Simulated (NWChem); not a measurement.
System: SiH2O2BrCl; SMILES O[Si](Cl)(Br)O

NWChem input:

```
start job
memory heap 200 mb stack 900 mb global 1100 mb
geometry units angstroms noautoz
  O     -1.241189    -0.950791     1.394454
  Si    -0.416959    -0.604326     0.005556
  O     -1.411277    -0.885424    -1.292700
  Cl     1.239708    -1.821415     0.013350
  Br     0.280330     1.521357    -0.065738
  H     -2.113656    -0.523650     1.467765
  H     -1.125473    -0.488938    -2.135067
end
basis spherical
  O library def2-svp
  Si library def2-svp
  Cl library def2-svp
  Br library def2-svp
  H library def2-svp
end
dft
  xc r2scan
  iterations 150
  mulliken
end
task dft energy
```

Parts of the log:

```
             Northwest Computational Chemistry Package (NWChem) 7.3.0
             --------------------------------------------------------

 C1  symmetry detected

                             Geometry "geometry" -> ""
                             -------------------------

 Output coordinates in angstroms (scale by  1.889725989 to convert to a.u.)

  No.       Tag          Charge          X              Y              Z
 ---- ---------------- ---------- -------------- -------------- --------------
    1 O                    8.0000    -1.23572356    -0.99915812     1.37878944
    2 Si                  14.0000    -0.41790732    -0.58696600     0.00412403
    3 O                    8.0000    -1.41188580    -0.82440228    -1.30308055
    4 Cl                  17.0000     1.25123269    -1.78606462    -0.04110882
    5 Br                  35.0000     0.25728291     1.54697293     0.01980275
    6 H                    1.0000    -2.11239885    -0.58450086     1.47110626
    7 H                    1.0000    -1.13188134    -0.39044583    -2.12875999

 Effective nuclear repulsion energy (a.u.)     525.3958461343

                                 NWChem DFT Module
                                 -----------------

 Summary of "ao basis" -> "ao basis" (spherical)
 ------------------------------------------------------------------------------
       Tag                 Description            Shells   Functions and Types
 ---------------- ------------------------------  ------  ---------------------
 O                          def2-svp                 6       14   3s2p1d
 Si                         def2-svp                 8       18   4s3p1d
 Cl                         def2-svp                 8       18   4s3p1d
 Br                         def2-svp                12       32   5s4p3d
 H                          def2-svp                 3        5   2s1p

            General Information
            -------------------
          SCF calculation type: DFT
          Wavefunction type:  closed shell.
          No. of atoms     :     7
          No. of electrons :    84
           Alpha electrons :    42
            Beta electrons :    42
          Charge           :     0
          Spin multiplicity:     1
          Use of symmetry is: off; symmetry adaption is: off
          Maximum number of iterations: 150
          AO basis - number of functions:   106
                     number of shells:    46
          Convergence on energy requested:  1.00D-06
          Convergence on density requested:  1.00D-05
          Convergence on gradient requested:  5.00D-04

              XC Information
              --------------
                      r^2SCAN Method XC Functional
               r^2SCAN metaGGA Exchange Functional  1.000
                     r^2SCAN Correlation Potential  1.000

             Grid Information
             ----------------
          Grid used for XC integration:  medium
          Radial quadrature: Mura-Knowles
          Angular quadrature: Lebedev.
          Tag              B.-S. Rad. Rad. Pts. Rad. Cut. Ang. Pts.
          ---              ---------- --------- --------- ---------
          O                   0.60       49          10.0       434
          Si                  1.10       88           8.0       590
          Cl                  1.00       88          10.0       590
          Br                  1.15      112          10.0       590
          H                   0.35       45          10.0       434
          Grid pruning is: on
          Number of quadrature shells:   476
          Spatial weights used:  Erf1

      Superposition of Atomic Density Guess
      -------------------------------------

 Sum of atomic energies:       -3470.52873781

      Non-variational initial energy
      ------------------------------

 Total energy =   -3471.828724
 1-e energy   =   -5872.675194
 2-e energy   =    1875.450624
 HOMO         =      -0.396292
 LUMO         =       0.034168

     ---------------------------------------------
      Total Density - Mulliken Population Analysis
     ---------------------------------------------

    Atom       Charge   Shell Charges
 -----------   ------   -------------------------------------------------------
    1 O    8     8.75   1.99  1.10  0.64  3.07  1.95  0.00
    2 Si  14    12.41   2.00  1.99  0.79  0.02  5.93  0.79  0.53  0.36
    3 O    8     8.76   1.99  1.10  0.64  3.07  1.95  0.00
    4 Cl  17    17.39   2.00  1.99  1.22  0.72  5.94  2.15  3.35  0.01
    5 Br  35    35.41   2.00  2.00  2.00  1.36  0.59  6.00  5.99  2.37  3.09  8.23  1.73  0.06
    6 H    1     0.64   0.51  0.07  0.06
    7 H    1     0.64   0.51  0.07  0.06

   convergence    iter        energy       DeltaE   RMS-Dens  Diis-err
 ---------------- ----- ----------------- --------- --------- ---------
 d= 0,ls=0.0,diis     1  -3474.7838973625 -4.00D+03  1.56D-02  1.09D+00
 d= 0,ls=0.0,diis     2  -3474.6386660854  1.45D-01  1.01D-02  2.47D+00
 d= 0,ls=0.0,diis     3  -3474.8942709265 -2.56D-01  1.68D-03  5.45D-02
 d= 0,ls=0.0,diis     4  -3474.8980827305 -3.81D-03  9.51D-04  1.13D-02
 d= 0,ls=0.0,diis     5  -3474.8993353082 -1.25D-03  2.20D-04  6.86D-04
  Resetting Diis
 d= 0,ls=0.0,diis     6  -3474.8994315907 -9.63D-05  2.81D-05  1.26D-05
 d= 0,ls=0.0,diis     7  -3474.8994325092 -9.18D-07  2.92D-05  3.95D-06
 d= 0,ls=0.0,diis     8  -3474.8994315067  1.00D-06  1.89D-05  1.43D-05
 d= 0,ls=0.0,diis     9  -3474.8994328948 -1.39D-06  1.21D-06  1.31D-08
 d= 0,ls=0.0,diis    10  -3474.8994328962 -1.44D-09  3.85D-07  2.25D-09

         Total DFT energy =    -3474.899432896204
      One electron energy =    -5874.817735069493
           Coulomb energy =     2032.964883602797
    Exchange-Corr. energy =     -158.442427563785
 Nuclear repulsion energy =      525.395846134278

 Numeric. integr. density =       83.999995621205

                       DFT Final Molecular Orbital Analysis
                       ------------------------------------

 Vector   40  Occ=2.000000D+00  E=-3.041482D-01
              MO Center=  2.5D-01, -1.2D+00, -1.6D-01, r^2= 3.9D+00
   Bfn.  Coefficient  Atom+Function         Bfn.  Coefficient  Atom+Function
  ----- ------------  ---------------      ----- ------------  ---------------
    59      0.475778  4 Cl pz                56      0.352974  4 Cl pz
    36      0.255023  3 O  px                53      0.205550  4 Cl pz
    39      0.184399  3 O  px                37     -0.173701  3 O  py
     6     -0.134509  1 O  pz                 4     -0.129112  1 O  px
    40     -0.128544  3 O  py                57      0.127844  4 Cl px

 Vector   41  Occ=2.000000D+00  E=-2.833193D-01
              MO Center=  4.1D-02,  9.4D-01,  9.9D-02, r^2= 3.3D+00
   Bfn.  Coefficient  Atom+Function         Bfn.  Coefficient  Atom+Function
  ----- ------------  ---------------      ----- ------------  ---------------
    81      0.536714  5 Br pz                78      0.480465  5 Br pz
    75     -0.317970  5 Br pz                 5     -0.211063  1 O  py
     8     -0.157296  1 O  py                37      0.142678  3 O  py
    59     -0.133641  4 Cl pz                40      0.108341  3 O  py
    72      0.103366  5 Br pz                56     -0.096856  4 Cl pz

 Vector   42  Occ=2.000000D+00  E=-2.796729D-01
              MO Center=  3.1D-01,  6.5D-01, -7.0D-02, r^2= 3.9D+00
   Bfn.  Coefficient  Atom+Function         Bfn.  Coefficient  Atom+Function
  ----- ------------  ---------------      ----- ------------  ---------------
    79      0.486891  5 Br px                76      0.438919  5 Br px
    73     -0.289837  5 Br px                58     -0.269679  4 Cl py
    55     -0.198210  4 Cl py                37      0.162662  3 O  py
    80     -0.153834  5 Br py                77     -0.140865  5 Br py
    57     -0.139607  4 Cl px                40      0.124964  3 O  py

 Vector   43  Occ=0.000000D+00  E=-1.973899D-02
              MO Center= -4.6D-02, -5.6D-02, -5.2D-02, r^2= 4.1D+00
   Bfn.  Coefficient  Atom+Function         Bfn.  Coefficient  Atom+Function
  ----- ------------  ---------------      ----- ------------  ---------------
    17      0.730202  2 Si s                 18      0.703989  2 Si s
    80      0.539896  5 Br py                16      0.355474  2 Si s
    58     -0.303734  4 Cl py                57      0.298372  4 Cl px
    68     -0.298024  5 Br s                  3     -0.281939  1 O  s
    35     -0.275504  3 O  s                 77      0.263394  5 Br py

 Vector   44  Occ=0.000000D+00  E= 3.208562D-02
              MO Center= -1.1D+00, -4.4D-01,  2.3D-01, r^2= 4.7D+00
   Bfn.  Coefficient  Atom+Function         Bfn.  Coefficient  Atom+Function
  ----- ------------  ---------------      ----- ------------  ---------------
     3      0.660754  1 O  s                 25      0.549983  2 Si px
    98     -0.528372  6 H  s                 27     -0.462418  2 Si pz
   103     -0.396761  7 H  s                 35      0.297617  3 O  s
    17      0.251846  2 Si s                 22      0.235925  2 Si px
    26      0.216013  2 Si py                80      0.213050  5 Br py

 Vector   45  Occ=0.000000D+00  E= 3.561715D-02
              MO Center= -5.0D-01, -3.6D-01, -8.4D-01, r^2= 4.5D+00
   Bfn.  Coefficient  Atom+Function         Bfn.  Coefficient  Atom+Function
  ----- ------------  ---------------      ----- ------------  ---------------
    35      0.682575  3 O  s                 27      0.642202  2 Si pz
   103     -0.632131  7 H  s                  3     -0.276185  1 O  s
    17      0.244340  2 Si s                 24      0.231373  2 Si pz
    59     -0.202248  4 Cl pz                25      0.194806  2 Si px
    81     -0.193152  5 Br pz                18     -0.191423  2 Si s

     ---------------------------------------------
      Total Density - Mulliken Population Analysis
     ---------------------------------------------

[...]
```

Level: r2SCAN/def2-SVP. Coordinates come from a PBE-D3(BJ)/def2-SVP optimisation.
